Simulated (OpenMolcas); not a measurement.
# Pt3+ in a point-charge field

Pt3+ among 6 point charges of -1.5 e arranged as a trigonal prism (D3h), 1.79 Å from the ion, with a polar angle of 56.5° against the regular 49.1°.
```
   1.4921    0.0000    0.9889  -1.50
  -0.7460    1.2922    0.9889  -1.50
  -0.7460   -1.2922    0.9889  -1.50
   1.4921    0.0000   -0.9889  -1.50
  -0.7460    1.2922   -0.9889  -1.50
  -0.7460   -1.2922   -0.9889  -1.50
```

- Program: OpenMolcas
- Method: CASSCF
- Basis: ANO-RCC-VDZP [7s6p4d2f]
- Scalar Hamiltonian: DKH2, point nucleus
- Active space: 7 electrons in 5 orbitals (5d)
- State averaging: 2S+1 = 4 even, 10 roots; 2S+1 = 2 even, 40 roots
- Spin-orbit coupling: RASSI with atomic mean-field integrals over the reference wave functions

The lowest spin-free states (labels of D3, the rotations of D3h), above the lowest:

```
State  Degeneracy  E (cm-1)  Free-ion L (%)
   4E           2       0.0         F (100)
   4E           2      7015          F (96)
  4A1           1      9774         F (100)
  4A2           1      9925         F (100)
  4A2           1     10952          F (86)
   2E           2     15167          G (48)
   2E           2     16056          G (72)
   2E           2     16327          G (72)
  2A1           1     17248          G (78)
  2A2           1     19750          H (50)
   4E           2     20160          P (96)
  2A2           1     21170          G (91)
  4A2           1     21367          P (86)
  2A1           1     21551          G (91)
   2E           2     22659          H (61)
   2E           2     22897         H (100)
   2E           2     25152          D (57)
   2E           2     25573          P (59)
  2A2           1     26810          H (49)
  2A1           1     27250          H (91)
```

The lowest levels with spin-orbit coupling:

```tsv
E (cm-1)	Degeneracy	Label	2S+1	g
0.0	2	E1/2	4	0.40 0.40 9.53
364.8	2	E1/2	4 (88 %)	0.39 0.39 6.11
2429	2	E3/2	4 (87 %)	0.00 0.00 2.84
4182	2	E1/2	4 (77 %)	0.29 5.06 5.06
5973	2	E3/2	4 (73 %)	0.00 0.00 11.31
10699	2	E1/2	4 (81 %)	0.25 1.07 1.07
11586	2	E3/2	4 (79 %)	0.00 0.00 3.49
13467	2	E1/2	4	0.02 0.02 7.25
14869	2	E1/2	4 (80 %)	1.30 1.34 1.34
14906	2	E1/2	4	0.13 0.13 7.93
15310	2	E3/2	4 (61 %)	0.00 0.00 4.02
16170	2	E1/2	2 (52 %)	1.06 1.06 1.21
17008	2	E1/2	4 (66 %)	0.14 0.14 4.98
17469	2	E3/2	4 (53 %)	0.00 0.00 3.47
20477	2	E1/2	2 (71 %)	1.13 4.14 4.14
21059	2	E3/2	2 (75 %)	0.00 0.00 9.77
21699	2	E3/2	2 (74 %)	0.00 0.00 2.21
21940	2	E1/2	4 (83 %)	1.42 1.42 1.52
22672	2	E3/2	4 (70 %)	0.00 0.00 2.47
23107	2	E1/2	2 (58 %)	0.16 0.16 5.31
```

Powder χT (cm3 K/mol): 2.86 at 2 K, 2.91 at 10 K, 3.15 at 50 K, 3.44 at 100 K, 3.8 at 200 K, 3.94 at 300 K. The effective moment at 300 K is 2.828 √(χT) = 5.61 μB.

The lowest level has 2S+1 = 4, for which the spin-only value is χT = S(S+1) / 2 = 1.875 cm3 K/mol (g = 2). The computed 3.941 at 300 K differs by +2.066, through orbital momentum, spin-orbit coupling and any other state in reach.

An orbital doublet at a regular site is open to a Jahn-Teller distortion, which this geometry leaves out. Without dynamic correlation the repulsion within the d shell is too large (B by tens of per cent), so at a given field states of lower spin stand too high. Point charges give a weaker field than real ligands, and real ions of this kind are as a rule low spin; the high spin found here belongs to the model. This is an electrostatic model: the charges have no orbitals. No measured value stands beside these numbers.

The RASSCF and RASSI steps took 15 s on 1 thread of Intel(R) Xeon(R) Platinum 8488C (Sapphire Rapids), on a shared host; the integral step is not counted.
